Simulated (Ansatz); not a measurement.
Complex (SMILES): F (HF) with C[SiH3] (CH3-SiH3), atoms 1 to 2 the first; geometry from B3LYP-D3(BJ)/def2-TZVP, monomers rigid:
```xyz
10

F     -0.8072     1.2098    -1.0332
H     -0.8337     1.4847    -0.1466
C     -0.8969     2.1476     1.9988
Si    -0.9462     2.6964     3.7994
H     -1.4172     2.8789     1.3758
H      0.1409     2.0657     1.6668
H     -1.3852     1.1755     1.8964
H     -0.2415     1.7083     4.6485
H     -0.2858     4.0143     3.9445
H     -2.3510     2.8086     4.2554
```

Interaction energy at MP2 with Ansatz (an electronic-structure program), kcal/mol, without and with the counterpoise correction (monomers among the partner's ghost functions). Cartesian d functions, on some or all atoms, in 6-31G**; all else is spherical. Cores are frozen. No added dispersion term, no relativity. Reference, counterpoise-corrected: Hartree-Fock in aug-cc-pV(Q+d)Z plus the correlation part extrapolated as X^-3 from aug-cc-pV(T+d)Z and aug-cc-pV(Q+d)Z, -2.09.

```json
[
 {"basis": "STO-3G", "functions": "26", "uncorrected": "1.05", "counterpoise": "2.11", "counterpoise correction": "1.06", "mean of both": "1.58"},
 {"basis": "def2-SV(P)", "functions": "60", "uncorrected": "-2.35", "counterpoise": "-0.32", "counterpoise correction": "2.03", "mean of both": "-1.34"},
 {"basis": "6-31G**", "functions": "84", "uncorrected": "-1.70", "counterpoise": "-0.61", "counterpoise correction": "1.09", "mean of both": "-1.15"},
 {"basis": "cc-pV(D+d)Z", "functions": "86", "uncorrected": "-2.30", "counterpoise": "-0.49", "counterpoise correction": "1.81", "mean of both": "-1.39"},
 {"basis": "def2-TZVP", "functions": "141", "uncorrected": "-1.93", "counterpoise": "-1.30", "counterpoise correction": "0.63", "mean of both": "-1.61"},
 {"basis": "aug-cc-pV(D+d)Z", "functions": "141", "uncorrected": "-2.31", "counterpoise": "-1.38", "counterpoise correction": "0.93", "mean of both": "-1.85"},
 {"basis": "def2-TZVPD", "functions": "183", "uncorrected": "-2.07", "counterpoise": "-1.64", "counterpoise correction": "0.43", "mean of both": "-1.85"},
 {"basis": "jun-cc-pV(T+d)Z", "functions": "224", "uncorrected": "-2.17", "counterpoise": "-1.80", "counterpoise correction": "0.36", "mean of both": "-1.99"},
 {"basis": "aug-cc-pV(T+d)Z", "functions": "308", "uncorrected": "-2.41", "counterpoise": "-1.94", "counterpoise correction": "0.47", "mean of both": "-2.18"},
 {"basis": "def2-QZVP", "functions": "394", "uncorrected": "-2.17", "counterpoise": "-1.90", "counterpoise correction": "0.27", "mean of both": "-2.03"},
 {"basis": "aug-cc-pV(Q+d)Z", "functions": "571", "uncorrected": "-2.29", "counterpoise": "-2.03", "counterpoise correction": "0.27", "mean of both": "-2.16"},
 {"basis": "pcseg-4", "functions": "734", "uncorrected": "-2.16", "counterpoise": "-2.04", "counterpoise correction": "0.12", "mean of both": "-2.10"}
]
```

The corrected value lies nearer the reference in 3 of 12 rows.
